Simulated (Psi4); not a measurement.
iodine monochloride (ClI), singlet, geometry from GFN2-xTB (core potentials on I); WB97X/def2-SVP (Psi4).

Psi4 was given this input:
```
memory 2 GB

molecule mol {
0 1
Cl   -0.000000   -0.000000   -1.746255
I     0.000000    0.000000    0.560119
}

set {
  basis def2-svp
  reference rks
}

energy('wb97x')
print_variables()
```

Q: Predict the main parts of the log of this Psi4 run.

A: 
```
   => Loading Basis Set <=

    Name: DEF2-SVP
    Role: ORBITAL
    Keyword: BASIS

    !!!  WARNING: ECP capability is in beta. Please check occupations closely.  !!!

         ---------------------------------------------------------
                                   SCF
               by Justin Turney, Rob Parrish, Andy Simmonett
                          and Daniel G. A. Smith
                              RKS Reference
         ---------------------------------------------------------

  ==> Geometry <==

    Molecular point group: c2v
    Full point group: C_inf_v

    Geometry (in Angstrom), charge = 0, multiplicity = 1:

       Center              X                  Y                   Z               Mass
    ------------   -----------------  -----------------  -----------------  -----------------
         CL           0.000000000000     0.000000000000    -1.808137166699    34.968852682000
         I            0.000000000000     0.000000000000     0.498236833301   126.904471900000

  Running in c2v symmetry.

  Rotational constants: A = ************  B =      0.11560  C =      0.11560 [cm^-1]
  Rotational constants: A = ************  B =   3465.57027  C =   3465.57027 [MHz]
  Nuclear repulsion =   97.512508610810741

  Charge       = 0
  Multiplicity = 1
  Electrons    = 42
  Nalpha       = 21
  Nbeta        = 21

  ==> Algorithm <==

  SCF Algorithm Type is DF.
  DIIS enabled.
  MOM disabled.
  Fractional occupation disabled.
  Guess Type is SAD.
  Energy threshold   = 1.00e-06
  Density threshold  = 1.00e-06
  Integral threshold = 1.00e-12

  ==> Primary Basis <==

  Basis Set: DEF2-SVP
    Blend: DEF2-SVP
    Number of shells: 18
    Number of basis functions: 44
    Number of Cartesian functions: 47
    Spherical Harmonics?: true
    Max angular momentum: 2

  Core potential: DEF2-SVP
    Number of shells: 4
    Number of ECP primitives: 29
    Number of ECP core electrons: 28
    Max angular momentum: 3

  ==> DFT Potential <==

   => LibXC <=

    Version 7.1.2
    S. Lehtola, C. Steigemann, M. J. T. Oliveira, and M. A. L. Marques,  SoftwareX 7, 1–5 (2018) (10.1016/j.softx.2017.11.002)

   => Composite Functional: WB97X <=

    wB97X Hyb-GGA Exchange-Correlation Functional

    J.-D. Chai and M. Head-Gordon,  J. Chem. Phys. 128, 084106 (2008) (10.1063/1.2834918)

    Deriv               =              1
    GGA                 =           TRUE
    Meta                =          FALSE

    Exchange Hybrid     =           TRUE
    MP2 Hybrid          =          FALSE

   => Exchange-Correlation Functionals <=

    1.0000   wB97X range-separated functional

   => Exact (HF) Exchange <=

    0.8423            HF,LR [omega = 0.3000]
    0.1577               HF

   => LibXC Density Thresholds  <==

    XC_HYB_GGA_XC_WB97X:  1.00E-14

   => Molecular Quadrature <=

    Radial Scheme          =       TREUTLER
    Pruning Scheme         =           NONE
    Nuclear Scheme         =       TREUTLER

    Blocking Scheme        =         OCTREE
    BS radius alpha        =              1
    Pruning alpha          =              1
    Radial Points          =             75
    Spherical Points       =            302
    Total Points           =          40146
    Total Blocks           =            371
    Max Points             =            256
    Max Functions          =             44
    Weights Tolerance      =       1.00E-15

   => Loading Basis Set <=

    Name: (DEF2-SVP AUX)
    Role: JKFIT
    Keyword: DF_BASIS_SCF

  ==> Integral Setup <==

  SCF_SUBTYPE=INCORE selected. In-core MEM_DF algorithm will be used.
  Using in-core AOs.

  ==> MemDFJK: Density-Fitted J/K Matrices <==

    J tasked:                   Yes
    K tasked:                   Yes
    wK tasked:                  Yes
    Omega:                3.000E-01
    Algorithm:                 Core
    Schwarz Cutoff:           1E-12
    Mask sparsity (%):       0.6198
    Fitting Condition:        1E-10

   => Auxiliary Basis Set <=

  Basis Set: (DEF2-SVP AUX)
    Blend: DEF2-UNIVERSAL-JKFIT
    Number of shells: 84
    Number of basis functions: 346
    Number of Cartesian functions: 464
    Spherical Harmonics?: true
    Max angular momentum: 5

  Minimum eigenvalue in the overlap matrix is 3.6099914928E-02.
  Reciprocal condition number of the overlap matrix is 1.1627059455E-02.
    Using symmetric orthogonalization.

  ==> Pre-Iterations <==

  SCF Guess: Superposition of Atomic Densities via on-the-fly atomic UHF (no occupation information).

   -------------------------
    Irrep   Nso     Nmo
   -------------------------
     A1        21      21
     A2         3       3
     B1        10      10
     B2        10      10
   -------------------------
    Total      44      44
   -------------------------

  ==> Iterations <==

                           Total Energy        Delta E     RMS |[F,P]|

   @DF-RKS iter SAD:  -754.52549973466091   -7.54525e+02   0.00000e+00
   @DF-RKS iter   1:  -757.70381596606387   -3.17832e+00   1.35972e-02 DIIS/ADIIS
   @DF-RKS iter   2:  -757.76711351497750   -6.32975e-02   6.86665e-03 DIIS/ADIIS
   @DF-RKS iter   3:  -757.77752656038058   -1.04130e-02   9.78384e-04 DIIS/ADIIS
   @DF-RKS iter   4:  -757.77788873414920   -3.62174e-04   3.41149e-04 DIIS/ADIIS
   @DF-RKS iter   5:  -757.77795097284047   -6.22387e-05   9.98668e-05 DIIS
   @DF-RKS iter   6:  -757.77795533364213   -4.36080e-06   2.19988e-05 DIIS
   @DF-RKS iter   7:  -757.77795561797620   -2.84334e-07   5.33566e-06 DIIS
   @DF-RKS iter   8:  -757.77795564347048   -2.54943e-08   6.57042e-07 DIIS
  Energy and wave function converged.

  ==> Post-Iterations <==

   Electrons on quadrature grid:
      Ntotal   =   41.9999981758 ; deviation = -1.824e-06

    Orbital Energies [Eh]
    ---------------------

    Doubly Occupied:

       1A1  -101.494189     2A1    -9.566377     3A1    -7.336836
       1B1    -7.323298     1B2    -7.323298     4A1    -6.989746
       5A1    -5.032283     2B1    -5.007164     2B2    -5.007164
       6A1    -2.087091     3B1    -2.079544     3B2    -2.079544
       1A2    -2.058722     7A1    -2.058720     8A1    -0.982866
       9A1    -0.813716    10A1    -0.511923     4B1    -0.468664
       4B2    -0.468664     5B1    -0.366280     5B2    -0.366280

    Virtual:

      11A1    -0.041276    12A1     0.324407    13A1     0.401943
       6B1     0.455752     6B2     0.455752     7B1     0.480420
       7B2     0.480420    14A1     0.503218     2A2     0.503222
      15A1     0.576047    16A1     0.700707    17A1     0.878226
       3A2     0.878230     8B1     0.889189     8B2     0.889189
      18A1     0.946244     9B1     1.041494     9B2     1.041494
      19A1     1.353320    10B1    18.741922    10B2    18.741922
      20A1    18.891370    21A1    56.423501

    Final Occupation by Irrep:
             A1    A2    B1    B2
    DOCC [    10,    1,    5,    5 ]
    NA   [    10,    1,    5,    5 ]
    NB   [    10,    1,    5,    5 ]

  @DF-RKS Final Energy:  -757.77795564347048

   => Energetics <=

    Nuclear Repulsion Energy =             97.5125086108107411
    One-Electron Energy =               -1347.0240308989759797
    Two-Electron Energy =                 528.9204455478096634
    DFT Exchange-Correlation Energy =     -37.1868789031149447
    Empirical Dispersion Energy =           0.0000000000000000
    VV10 Nonlocal Energy =                  0.0000000000000000
    Total Energy =                       -757.7779556434704773

Computation Completed

Properties will be evaluated at   0.000000,   0.000000,   0.000000 [a0]

Properties computed using the SCF density matrix

 Multipole Moments:

 ------------------------------------------------------------------------------------
     Multipole            Electronic (a.u.)      Nuclear  (a.u.)        Total (a.u.)
 ------------------------------------------------------------------------------------

 L = 1.  Multiply by 2.5417464519 to convert [e a0] to [Debye]
 Dipole X            :          0.0000000            0.0000000            0.0000000
 Dipole Y            :          0.0000000            0.0000000            0.0000000
 Dipole Z            :         35.1236471          -34.5487497            0.5748974
 Magnitude           :                                                    0.5748974

 ------------------------------------------------------------------------------------

  Variable Map:
  ----------------------------------------------------------------------------
  "CURRENT ENERGY"              =>    -757.777955643470
  "CURRENT REFERENCE ENERGY"    =>    -757.777955643470
  "DD SOLVATION ENERGY"         =>       0.000000000000
  "DFT FUNCTIONAL TOTAL ENERGY" =>    -757.777955643470
  "DFT TOTAL ENERGY"            =>    -757.777955643470
  "DFT VV10 ENERGY"             =>       0.000000000000
  "DFT XC ENERGY"               =>     -37.186878903115
  "GRID ELECTRONS ALPHA"        =>      20.999999087922
  "GRID ELECTRONS BETA"         =>      20.999999087922
  "GRID ELECTRONS TOTAL"        =>      41.999998175843
  "NUCLEAR REPULSION ENERGY"    =>      97.512508610811
  "ONE-ELECTRON ENERGY"         =>   -1347.024030898976
  "PCM POLARIZATION ENERGY"     =>       0.000000000000
  "PE ENERGY"                   =>       0.000000000000
  "SCF ITERATION ENERGY"        =>    -757.777955643470
  "SCF ITERATIONS"              =>       8.000000000000
  "SCF TOTAL ENERGY"            =>    -757.777955643470
  "TWO-ELECTRON ENERGY"         =>     528.920445547810
  "XC GRID RADIAL POINTS"       =>      75.000000000000
  "XC GRID SPHERICAL POINTS"    =>     302.000000000000
  "XC GRID TOTAL POINTS"        =>   40146.000000000000

  Array Variable Map:
  ----------------------------------------------------------------------------
  "CURRENT DIPOLE"              =>       0.000000000000 ... 0.574897360519 1 by 3
  "SCF DIPOLE"                  =>       0.000000000000 ... 0.574897360519 1 by 3
  "SCF TOTAL ENERGIES"          =>    -754.525499734661 ... -757.777955643470 1 by 9
```
